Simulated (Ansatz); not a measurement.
The inner images of a band of CH$_{5}$InS (8 atoms, charge 0, multiplicity 1) are given out of order.

All numbers below come from RKS PBE-D4/def2-SVP (Ansatz).

Initial state:

```xyz
8
Properties=species:S:1:pos:R:3
In -0.146 0.314 -0.670
H -0.399 1.590 -1.828
S -0.404 -1.949 -1.555
H -0.701 -1.517 -2.812
C 0.353 0.377 1.442
H -0.522 0.750 2.011
H 1.201 1.069 1.609
H 0.618 -0.634 1.803
```

Final state:

```xyz
8
Properties=species:S:1:pos:R:3
In -0.060 -1.139 0.016
H -0.535 1.274 -2.684
S -0.502 -2.624 -1.582
H -0.573 0.505 -2.662
C 0.364 0.314 1.539
H -0.585 0.780 1.862
H 1.039 1.082 1.117
H 0.851 -0.191 2.394
```

Q: Put them in order from the first end to the last, with their energies above the first end.
A.
```xyz
8
Properties=species:S:1:pos:R:3
In -0.117 -0.257 -0.473
H -0.397 0.955 -1.751
S -0.543 -1.990 -2.118
H -0.652 -0.739 -2.686
C 0.373 0.383 1.526
H -0.543 0.872 1.912
H 1.146 1.160 1.362
H 0.733 -0.385 2.230
```
B.
```xyz
8
Properties=species:S:1:pos:R:3
In -0.101 -0.571 -0.374
H -0.449 0.720 -1.965
S -0.560 -1.997 -2.180
H -0.566 -0.258 -2.372
C 0.364 0.402 1.496
H -0.558 0.883 1.873
H 1.138 1.168 1.300
H 0.733 -0.347 2.221
```
C.
```xyz
8
Properties=species:S:1:pos:R:3
In -0.063 -1.037 -0.126
H -0.511 1.101 -2.330
S -0.494 -2.481 -1.769
H -0.562 0.337 -2.442
C 0.354 0.351 1.463
H -0.581 0.861 1.762
H 1.101 1.094 1.126
H 0.757 -0.226 2.317
```
D.
```xyz
8
Properties=species:S:1:pos:R:3
In -0.133 0.020 -0.574
H -0.391 1.296 -1.738
S -0.477 -2.023 -1.856
H -0.708 -1.166 -2.891
C 0.368 0.385 1.505
H -0.525 0.842 1.976
H 1.177 1.142 1.489
H 0.688 -0.496 2.089
```
E.
```xyz
8
Properties=species:S:1:pos:R:3
In -0.083 -0.833 -0.264
H -0.485 0.853 -2.154
S -0.524 -2.229 -1.980
H -0.557 0.093 -2.376
C 0.354 0.391 1.465
H -0.566 0.883 1.833
H 1.127 1.152 1.242
H 0.734 -0.309 2.235
```

A: D (+11.1 kJ/mol), A (+57.7 kJ/mol), B (+169.1 kJ/mol), E (+97.2 kJ/mol), C (+67.4 kJ/mol).

Time of the run: 41 s on 2 threads of AMD EPYC 9R45 96-Core Processor (Zen 5), with other jobs on the host, peak memory 0.14 GiB.
